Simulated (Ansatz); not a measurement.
# Ligand exchange: SiH(CH3)2Br + C4H10 → SiH2(CH3)2 + C4H9Br

Species: SiH(CH3)2Br, singlet; C4H10 `CC(C)C`, singlet; SiH2(CH3)2 (dimethylsilane), singlet; C4H9Br (2-bromo-2-methylpropane) `CC(C)(C)Br`, singlet. The partners trade Br for H: Si–Br and C–H bonds give way to Si–H and C–Br.

Shapes, held fixed at every level: PBE0-D4/def2-TZVP. Programs: Ansatz 0.2.0. The zero-point and thermal change to 298 K, harmonic and unscaled (PBE0-D4/def2-TZVP), is -8.7 kJ/mol.

```
             level                    kind  ΔH(298 K) (kJ/mol)  less CCSD(T)/def2-TZVPP
     HF/def2-TZVPP            Hartree–Fock              +144.2                    +18.9
PBE0-D4/def2-TZVPP           global hybrid              +134.2                     +8.9
wB97M-V/def2-TZVPP  range-separated hybrid              +132.9                     +7.6
wB97X-V/def2-TZVPP  range-separated hybrid              +131.4                     +6.1
  CCSD(T)/def2-SVP   coupled cluster or CI              +124.1                     -1.2
     CCSD/def2-SVP   coupled cluster or CI              +128.2                     +2.9
   CCSD/def2-TZVPP   coupled cluster or CI              +129.3                     +4.0
CCSD(T)/def2-TZVPP   coupled cluster or CI              +125.3                      0.0
```

The highest level, CCSD(T)/def2-TZVPP, gives ΔH(298 K) = +125.3 kJ/mol; the levels span +124.1 to +144.2. The column of differences is taken from that level and isn't an error. No measured value is set beside it here. Relativity is left out for Br. Outer-core shells of Br are correlated, in sets that cover them unevenly.
